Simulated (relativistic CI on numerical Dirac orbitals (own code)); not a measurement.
**Line list: Electric-dipole lines, Dy LX**

Calculated at this level of theory: Dirac-Coulomb-Breit CI, KLI orbitals optimised for each configuration, QED by a radiative potential, unscaled Slater integrals (own radial code, finite nucleus).

Configurations in the expansion (outside the closed core 1s2): 2s2.2p3, 2s.2p4, 2p5, 2p4.3s, 2p4.3p, 2p4.3d, 2s2.2p2.3s, 2s2.2p2.3p, 2s2.2p2.3d, 2s.2p3.3s, 2s.2p3.3p, 2s.2p3.3d, 2s2.2p2.4s, 2s2.2p2.4p, 2s2.2p2.4d, 2s2.2p2.4f. Levels of other configurations are missing.

```
λ vac (Å)                Lower                    Upper   A (s⁻¹)        gf  Branching (%)
   1.4961  2s2.2p3 4S°_3/2 [2]  2s2.2p2.3d 4D_5/2 [113]  3.29e+14  6.62e-01           47.5
   1.4965  2s2.2p3 4S°_3/2 [2]  2s2.2p2.3d 2D_3/2 [112]  5.00e+14  6.72e-01           73.3
   1.4987  2s2.2p3 2P°_1/2 [4]  2s2.2p2.3d 2D_3/2 [120]  6.74e+14  9.08e-01           93.4
   1.4994  2s2.2p3 2P°_3/2 [1]   2s2.2p2.3d 2P_1/2 [50]  8.83e+14  5.95e-01           87.5
   1.5000  2s2.2p3 2D°_5/2 [3]  2s2.2p2.3d 2F_7/2 [114]  8.27e+14  2.23e+00           99.9
   1.5002  2s2.2p3 2D°_5/2 [3]  2s2.2p2.3d 4D_5/2 [113]  3.38e+14  6.84e-01           48.9
   1.5010  2s2.2p3 2P°_3/2 [1]   2s2.2p2.3d 2D_3/2 [49]  7.45e+14  1.01e+00           83.1
   1.5022  2s2.2p3 2P°_3/2 [1]   2s2.2p2.3d 2D_5/2 [48]  9.86e+14  2.00e+00           98.5
   1.5063    2s.2p4 2P_3/2 [7]  2s.2p3.3d 2D°_5/2 [175]  5.13e+14  1.05e+00           56.5
   1.5063    2s.2p4 4P_5/2 [5]  2s.2p3.3d 4F°_7/2 [151]  8.12e+14  2.21e+00           98.2
   1.5067    2s.2p4 2P_3/2 [7]  2s.2p3.3d 2F°_5/2 [174]  4.10e+14  8.38e-01           35.8
   1.5070    2s.2p4 4P_5/2 [5]  2s.2p3.3d 4D°_5/2 [149]  1.11e+15  2.26e+00           91.2
   1.5071    2s.2p4 4P_5/2 [5]  2s.2p3.3d 4P°_3/2 [148]  1.31e+15  1.78e+00           90.3
   1.5085  2s2.2p3 2P°_3/2 [1]   2s2.2p2.3d 4F_3/2 [42]  4.54e+14  6.19e-01           86.4
   1.5139    2s.2p4 4P_5/2 [5]  2s.2p3.3d 4G°_7/2 [138]  3.58e+14  9.85e-01           97.2
   1.5206  2s2.2p3 2D°_5/2 [3]    2s.2p3.3p 2F_7/2 [99]  3.31e+14  9.17e-01           99.4
   1.5219  2s2.2p3 2P°_3/2 [1]    2s.2p3.3p 2D_5/2 [37]  3.76e+14  7.84e-01           99.7
   1.6483    2s.2p4 4P_3/2 [9]  2s.2p3.3d 4D°_5/2 [182]  3.61e+14  8.83e-01           86.9
   1.6491    2s.2p4 4P_5/2 [5]   2s.2p3.3d 2F°_7/2 [78]  2.48e+14  8.08e-01           97.2
   1.6497  2s2.2p3 2P°_3/2 [8]  2s2.2p2.3d 2D_5/2 [127]  8.46e+14  2.07e+00           99.2
   1.6521    2s.2p4 4P_3/2 [9]  2s.2p3.3d 4P°_5/2 [180]  4.29e+14  1.05e+00           83.3
   1.6527  2s2.2p3 4S°_3/2 [2]   2s2.2p2.3d 2D_5/2 [55]  8.21e+14  2.02e+00           61.8
   1.6538   2s.2p4 2D_5/2 [10]  2s.2p3.3d 2F°_7/2 [185]  1.04e+15  3.40e+00           99.4
   1.6559  2s2.2p3 2P°_3/2 [8]  2s2.2p2.3d 2D_3/2 [123]  1.35e+15  2.22e+00           93.2
   1.6560  2s2.2p3 2D°_5/2 [3]   2s2.2p2.3d 2F_7/2 [56]  1.46e+15  4.80e+00          100.0
   1.6562  2s2.2p3 4S°_3/2 [2]   2s2.2p2.3d 2F_5/2 [54]  6.75e+14  1.67e+00           71.1
   1.6567  2s2.2p3 4S°_3/2 [2]   2s2.2p2.3d 2P_3/2 [52]  6.16e+14  1.01e+00           82.0
   1.6567  2s2.2p3 2P°_3/2 [8]  2s2.2p2.3d 2D_5/2 [122]  9.74e+14  2.40e+00           96.0
   1.6577  2s2.2p3 2D°_5/2 [3]   2s2.2p2.3d 2D_5/2 [55]  4.93e+14  1.22e+00           37.1
   1.6601  2s2.2p3 2P°_3/2 [1]   2s2.2p2.3d 2D_5/2 [20]  8.89e+14  2.20e+00          100.0
   1.6612  2s2.2p3 2D°_5/2 [3]   2s2.2p2.3d 2F_5/2 [54]  2.52e+14  6.24e-01           26.5
   1.6615   2s.2p4 2P_1/2 [11]  2s.2p3.3d 2P°_3/2 [190]  1.19e+15  1.97e+00           67.6
   1.6625    2s.2p4 4P_5/2 [5]   2s.2p3.3d 4D°_7/2 [74]  1.26e+15  4.18e+00           99.7
   1.6630   2s.2p4 2D_3/2 [12]  2s.2p3.3d 2D°_5/2 [191]  1.59e+15  3.95e+00           96.9
   1.6636    2s.2p4 4P_5/2 [5]   2s.2p3.3d 2F°_5/2 [73]  3.12e+14  7.77e-01           81.9
   1.6636  2s2.2p3 2P°_1/2 [4]   2s2.2p2.3d 2P_1/2 [58]  9.71e+14  8.06e-01           92.4
   1.6644    2s.2p4 4P_5/2 [5]   2s.2p3.3d 2D°_5/2 [72]  3.80e+14  9.46e-01           89.0
   1.6647  2s2.2p3 2P°_1/2 [4]   2s2.2p2.3d 2D_3/2 [57]  8.61e+14  1.43e+00           87.7
   1.6655    2s.2p4 4P_3/2 [9]  2s.2p3.3d 4F°_3/2 [164]  6.89e+14  1.15e+00           84.4
   1.6657   2s.2p4 2D_5/2 [10]  2s.2p3.3d 2F°_5/2 [174]  6.40e+14  1.60e+00           55.9
   1.6659    2s.2p4 2S_1/2 [6]   2s.2p3.3d 2P°_3/2 [80]  5.84e+14  9.72e-01           66.4
   1.6666    2s.2p4 2P_3/2 [7]   2s.2p3.3d 2D°_5/2 [79]  1.30e+15  3.24e+00           99.1
   1.6676   2s.2p4 2D_5/2 [10]  2s.2p3.3d 2F°_7/2 [173]  5.88e+14  1.96e+00           98.4
   1.6681    2s.2p4 4P_3/2 [9]  2s.2p3.3d 4D°_5/2 [161]  8.95e+14  2.24e+00           94.0
   10.335  2s2.2p3 2P°_3/2 [1]        2s.2p4 2P_3/2 [7]  7.10e+12  4.55e-01           98.8
```

Terms are leading LS components. Brackets give the number of a level in order of energy, since labels repeat. The list gives strong lines, with weight on those to low levels, without lines whose two gauges differ by over a factor of 2.5, among the lowest 200 of 359 levels, so that lines to higher ones, which can be the strongest, are missing. Levels whose partners in the same complex of configurations lie outside the list can be far off, and so can their lines. Rates are taken at the computed energies, electric ones in the length gauge.

At this charge energies of transitions that change n are usually good to better than 1 %, and those within a shell (Δn = 0) to a few per cent.

LS names give the leading component of a level, which can be under half, so a name can repeat, a term be missing and a line seem to break the LS rules.
